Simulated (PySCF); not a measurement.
Cadmium: highly charged ions in a basis for the neutral atom

Cd¹³⁺ [Ar] 3d10 4s2 4p5, Cd¹⁴⁺ [Ar] 3d10 4s2 4p4. Computed with PySCF 2.14 in cc-pVDZ-PP with ECP28MDF, with a scalar-relativistic core potential. No spin-orbit coupling, so a gap to NIST mixes the basis error with missing relativistic terms.

Changed run: basis of the neutral atom used for a highly charged ion. This setting is unsound on purpose.

```
species  method  sound run (hartree)  changed run (hartree)  converged
  Cd¹³⁺     UHF              not run             -109.77530        yes
  Cd¹³⁺    MN15              not run             -109.93792        yes
  Cd¹³⁺    PBE0              not run             -110.08818        yes
  Cd¹⁴⁺     UHF              not run              -97.53593        yes
  Cd¹⁴⁺    MN15              not run              -97.66865        yes
  Cd¹⁴⁺    PBE0              not run              -97.79807        yes
```

Ionisation energy of Cd¹³⁺:

| method | changed run (eV) | NIST (eV) |
| --- | --- | --- |
| UHF | 333.05 | 329 ± 3 |
| MN15 | 333.86 | 329 ± 3 |
| PBE0 | 334.43 | 329 ± 3 |

The contracted functions were made for the neutral atom and can be too rigid for a highly charged ion.
